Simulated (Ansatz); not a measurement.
Input file for Ansatz (an electronic-structure program): R-CCSD(T)/cc-pVTZ on BH4NO2 (SMILES NB(O)O), a point of a torsion scan.

Ansatz 0.2 input:
```yaml
crystal:
  periodic: [false, false, false]
  atoms:
    - {symbol: N, position_ang: [1.20865510, -0.11073901, 0.28001848]}
    - {symbol: B, position_ang: [-0.17257409, 0.09447601, 0.18177065]}
    - {symbol: O, position_ang: [-1.00001385, -0.99617665, -0.02356324]}
    - {symbol: O, position_ang: [-0.62880282, 1.38571505, 0.17944284]}
    - {symbol: H, position_ang: [1.86469325, 0.64730314, 0.27801106]}
    - {symbol: H, position_ang: [1.62286688, -1.02064845, 0.20968924]}
    - {symbol: H, position_ang: [-1.71535841, -1.10374078, 0.59765056]}
    - {symbol: H, position_ang: [-1.57027127, 1.47299588, 0.03794812]}
basis:
  gaussian:
    orbitals: cc-pVTZ
magnetization: {spin_polarized: false}
correlation: {method: ccsd_t, electrons: outside_noble_gas}
scf: {lower_state_search: off}
```

The head of its log:

```
WARN ansatz: RAYON_NUM_THREADS=2 ignored (pool sized by the plan → 2); use --threads N
Functional definition: HF
these checks for a lower state are left out or cut short: stability, starts, cluster_reference, orbital_swaps, neighbouring_geometries, increment
integrals: 0.56 GiB planned
1039 factors; integrals over basis functions are off by at most 1.2e-3 eV
mean field: 0.42 GiB planned
mean field evaluation 1: about -6293.1634 eV, gradient 5.1e1 eV
mean field evaluation 2: about -6293.1658 eV, gradient 5.1e1 eV
mean field evaluation 4: about -6297.7100 eV, gradient 2.9e0 eV
mean field evaluation 8: about -6297.7384 eV, gradient 1.6e-4 eV
mean field -6297.73844501 eV, -231.4376190938 hartree, gradient 2.0e-6 eV, S^2 0.000000; 0 other end points of the search recorded, 0 dependent functions left out
4 core orbitals not correlated
reference -6297.73844501 eV, -231.4376190938 hartree; 12, 12 occupied and 160, 160 virtual orbitals, 1039 factors
```

Question: What total energy does the run end on?

Answer: -232.2741 hartree (reference determinant -231.4376, T1 diagnostic 0.011).
